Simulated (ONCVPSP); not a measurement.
# bismuth, ONCV: configuration errors across variants

ONCVPSP 4.0.1 input, shortened (lines: element, Z, core and valence counts, functional; n l f; lmax; l rc ep ncon nbas qcut; lloc lpopt rc5 dvloc0; l nproj debl; icmod fcfact rcfact), PBE, fully relativistic:

```
  Bi 83.00   10    5        4      upf
    1    0    2.00
    2    0    2.00
    2    1    6.00
    3    0    2.00
    3    1    6.00
    3    2   10.00
    4    0    2.00
    4    1    6.00
    4    2   10.00
    4    3   14.00
    5    0    2.00
    5    1    6.00
    5    2   10.00
    6    0    2.00
    6    1    1.00
    2
    0    1.60    0.00    3    7    9.10
    1    1.60    0.00    4    8    8.30
    2    1.30    0.00    4    8    7.30
    4    5    0.80   -1.00
    0    2    3.90
    1    2    0.70
    2    2    2.20
    3    3.75    1.35
```

Open shells are filled in proportion to 2j + 1.

All-electron excitation energies from the reference (eV): (1) 5s2 5p6 5d10 6s2 6p3 -23.485; (2) 5s2 5p6 5d10 6s2 6p2 -15.425; (3) 5s2 5p6 5d10 6s2 6p0 23.562; (4) 5s2 5p6 5d10 6s1 6p4 -13.627.

A true bound ghost makes a file unfit for plane-wave use even where its test errors are small: the radial tests pick states by their node count and pass the ghost by.

Errors AE − PS in meV (a dash: test not solved or not reliable):

| change | (1) | (2) | (3) | (4) | bound ghosts | GHOST(+) flags above zero |
| --- | --- | --- | --- | --- | --- | --- |
| base | -0.7 | -0.4 | 0.0 | -1.4 | s | p3/2 |
| all radii but the core radius scaled by about 0.84 (s 1.34, p 1.34, d 1.08 bohr); local potential polynomial inside 0.66 bohr (lpopt 5, dvloc0 -1 Ha) | -1.2 | -0.7 | +0.4 | -1.4 | s, p3/2 | d5/2, p1/2 |
| all radii but the core radius scaled by about 0.92 (s 1.48, p 1.48, d 1.20 bohr); local potential polynomial inside 0.74 bohr (lpopt 5, dvloc0 -1 Ha) | -1.0 | -0.6 | 0.0 | -1.7 | s | p3/2, p1/2 |
| all radii but the core radius scaled by about 1.05 (s 1.68, p 1.68, d 1.36 bohr); local potential polynomial inside 0.84 bohr (lpopt 5, dvloc0 -1 Ha) | -0.7 | -0.4 | -0.3 | -2.3 | s | p3/2, p1/2 |
| all radii but the core radius scaled by about 1.10 (s 1.76, p 1.76, d 1.42 bohr); local potential polynomial inside 0.88 bohr (lpopt 5, dvloc0 -1 Ha) | -0.8 | -0.4 | -0.5 | -2.5 | s | p3/2 |
| all radii but the core radius scaled by about 1.17 (s 1.88, p 1.88, d 1.52 bohr); local potential polynomial inside 0.94 bohr (lpopt 5, dvloc0 -1 Ha) | +0.2 | 0.0 | +0.3 | -3.0 | s | none |
| all radii but the core radius scaled by about 1.26 (s 2.02, p 2.02, d 1.64 bohr); local potential polynomial inside 1.00 bohr (lpopt 5, dvloc0 -1 Ha) | -0.1 | -0.1 | -0.2 | -3.4 | none | s |
| all radii but the core radius scaled by about 1.32 (s 2.12, p 2.12, d 1.72 bohr); local potential polynomial inside 1.06 bohr (lpopt 5, dvloc0 -1 Ha) | -0.2 | -0.1 | -0.3 | -3.9 | d3/2 | s |

**Question.** Give the same row for: all radii but the core radius scaled by about 0.79 (s 1.26, p 1.26, d 1.02 bohr); local potential polynomial inside 0.62 bohr (lpopt 5, dvloc0 -1 Ha).

**Answer.** -1.5, -0.9, +0.9, -1.9; bound ghosts: s, p3/2, p1/2; GHOST(+) flags above zero: d5/2, d3/2.
